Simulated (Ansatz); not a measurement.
Diatomic LiBe, multiplicity 2 (lowest of 2S+1 = 2, 4 at CCSD(T)/def2-TZVPP on PBE0 minima; our sources give no spin for the ground state, which may be another). The T1 diagnostic near the minimum is 0.076, so single-reference values are doubtful.

D_e counts from the fitted minimum to each atom's lowest state at the same level, without counterpoise.

Correlated levels freeze the inner cores; with def2 sets outer-core shells near the valence are correlated too.

Programs: Ansatz (an electronic-structure program) with Gaussian orbitals. Values without a source in brackets are computed.

| level | bond energy D_e (kJ/mol) |
|---|---|
| SVWN5/def2-TZVPP | 62.6 |
| PBE/def2-TZVPP | 54.2 |
| r2SCAN/def2-TZVPP | 58.2 |
| PBE0/def2-TZVPP | 48.1 |
| wB97M-V/def2-TZVPP | 29.2 |
| B2PLYP/def2-TZVPP | 32.9 |
| CCSD/def2-TZVPP | 16.7 |
| CCSD(T)/def2-TZVPP | 19.3 |
| CCSD(T)/aug-cc-pVQZ | … |

Task: Fill in the missing entries.

Result: 
- CCSD(T)/aug-cc-pVQZ, bond energy D_e (kJ/mol): 27.3

Doubts at one or more of the structures used: a spin-contaminated determinant (CCSD/def2-TZVPP, CCSD(T)/def2-TZVPP, CCSD(T)/aug-cc-pVQZ); T1 above 0.05 (CCSD/def2-TZVPP, CCSD(T)/def2-TZVPP, CCSD(T)/aug-cc-pVQZ).
